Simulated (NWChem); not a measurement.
System: C5H5F; SMILES CC#C/C=C\F

NWChem input:

```
start job
memory heap 200 mb stack 900 mb global 1100 mb
geometry units angstroms noautosym nocenter noautoz
  C      0.454925    -2.914728    -0.000055
  C     -0.065665    -1.551883    -0.003402
  C     -0.475983    -0.410863    -0.005774
  C     -1.011948     0.902979    -0.009634
  C     -0.288057     2.028042     0.007666
  F      1.052691     2.027995     0.031047
  H      0.105562    -3.473941     0.877014
  H      1.551470    -2.918700     0.018221
  H      0.135067    -3.467019    -0.892629
  H     -2.093410     1.022485    -0.027989
  H     -0.708079     3.028728     0.004499
end
basis spherical
  * library def2-svp
end
dft
  xc pbe0
  iterations 150
end
cosmo
  do_cosmo_smd true
  solvent methanol
end
task dft energy
```

Output (shortened):

```
             Northwest Computational Chemistry Package (NWChem) 7.3.0
             --------------------------------------------------------

                             Geometry "geometry" -> ""
                             -------------------------

 Output coordinates in angstroms (scale by  1.889725989 to convert to a.u.)

  No.       Tag          Charge          X              Y              Z
 ---- ---------------- ---------- -------------- -------------- --------------
    1 C                    6.0000     0.45492500    -2.91472800    -0.00005500
    2 C                    6.0000    -0.06566500    -1.55188300    -0.00340200
    3 C                    6.0000    -0.47598300    -0.41086300    -0.00577400
    4 C                    6.0000    -1.01194800     0.90297900    -0.00963400
    5 C                    6.0000    -0.28805700     2.02804200     0.00766600
    6 F                    9.0000     1.05269100     2.02799500     0.03104700
    7 H                    1.0000     0.10556200    -3.47394100     0.87701400
    8 H                    1.0000     1.55147000    -2.91870000     0.01822100
    9 H                    1.0000     0.13506700    -3.46701900    -0.89262900
   10 H                    1.0000    -2.09341000     1.02248500    -0.02798900
   11 H                    1.0000    -0.70807900     3.02872800     0.00449900

 Effective nuclear repulsion energy (a.u.)     191.2544904034

                                 NWChem DFT Module
                                 -----------------

 Summary of "ao basis" -> "ao basis" (spherical)
 ------------------------------------------------------------------------------
       Tag                 Description            Shells   Functions and Types
 ---------------- ------------------------------  ------  ---------------------
 C                          def2-svp                 6       14   3s2p1d
 F                          def2-svp                 6       14   3s2p1d
 H                          def2-svp                 3        5   2s1p

 in cosmo_initialize ...
 calling solv_data for solv:methanol

 solvent parameters
 solvname_short: methanol
 solvname_long:  methanol
 dielec:       32.6130
 dielecinf:     1.7657
 nonaqueous SMD model solvent descriptors
 dielec:       32.6130
 sola:          0.4300
 solb:          0.4700
 solc:          0.0000
 solg:         31.7700
 solh:          0.0000
 soln:          1.3288

[...]

                                COSMO-SMD solvation results
                                ---------------------------

             internal energy in gas <Psi(g)|H|Psi(g)> =      -292.744947281520
         internal energy in solvent <Psi(s)|H|Psi(s)> =      -292.743200822158
                               delta internal energy  =         0.001746459362 (    1.10 kcal/mol)
   total free energy in solvent <Psi(s)|H+V/2|Psi(s)> =      -292.753701773144
 polarization energy contribution <Psi(s)|V/2|Psi(s)> =        -0.010500950986 (   -6.59 kcal/mol)
    total free energy in solvent including G(SMD-CDS) =      -292.752085903869
                       G(SMD-CDS) energy contribution =         0.001615869275 (    1.01 kcal/mol)
     1 M fixed-concentration free energy of solvation =        -0.007138622349 (   -4.48 kcal/mol)

                       DFT Final Molecular Orbital Analysis
                       ------------------------------------

 Vector   20  Occ=2.000000D+00  E=-3.456782D-01
              MO Center= -4.2D-01,  6.7D-02, -2.8D-03, r^2= 3.3D+00
   Bfn.  Coefficient  Atom+Function         Bfn.  Coefficient  Atom+Function
  ----- ------------  ---------------      ----- ------------  ---------------
    34      0.334405   3 C  pz               48      0.334065   4 C  pz
    51      0.215478   4 C  pz               76      0.204596   6 F  pz
    20      0.197095   2 C  pz               62      0.179145   5 C  pz
    37      0.178246   3 C  pz               79     -0.152624   6 F  pz
     6     -0.126322   1 C  pz               23      0.105631   2 C  pz

 Vector   21  Occ=2.000000D+00  E=-2.858538D-01
              MO Center= -2.3D-01, -1.0D+00, -4.1D-03, r^2= 2.3D+00
   Bfn.  Coefficient  Atom+Function         Bfn.  Coefficient  Atom+Function
  ----- ------------  ---------------      ----- ------------  ---------------
    32      0.384171   3 C  px               18      0.363069   2 C  px
    35      0.230954   3 C  px               21      0.223938   2 C  px
    90     -0.157476   8 H  s                33      0.137358   3 C  py
    19      0.132832   2 C  py                4     -0.128504   1 C  px
    36      0.128044   3 C  py              100      0.126395  10 H  s

 Vector   22  Occ=2.000000D+00  E=-2.508205D-01
              MO Center= -2.9D-01,  1.4D-01, -2.7D-04, r^2= 4.0D+00
   Bfn.  Coefficient  Atom+Function         Bfn.  Coefficient  Atom+Function
  ----- ------------  ---------------      ----- ------------  ---------------
    20      0.331256   2 C  pz               62     -0.328884   5 C  pz
    48     -0.264167   4 C  pz               34      0.253827   3 C  pz
    51     -0.220840   4 C  pz               23      0.216370   2 C  pz
    65     -0.201280   5 C  pz               76     -0.198603   6 F  pz
    37      0.192978   3 C  pz               79      0.164179   6 F  pz

 Vector   23  Occ=0.000000D+00  E=-2.340633D-02
              MO Center= -3.8D-01,  6.1D-01,  2.5D-04, r^2= 4.2D+00
   Bfn.  Coefficient  Atom+Function         Bfn.  Coefficient  Atom+Function
  ----- ------------  ---------------      ----- ------------  ---------------
    65      0.502423   5 C  pz               62      0.443291   5 C  pz
    23      0.380520   2 C  pz               51     -0.377504   4 C  pz
    20      0.309083   2 C  pz               48     -0.293813   4 C  pz
    37     -0.229273   3 C  pz               76      0.172124   6 F  pz
    79     -0.171886   6 F  pz               34     -0.164135   3 C  pz

[...]
```

Level: PBE0/def2-SVP, SMD on the gas-phase geometry. Structure relaxed at the B3LYP/6-31G* (spherical d) level. Solvent: methanol.
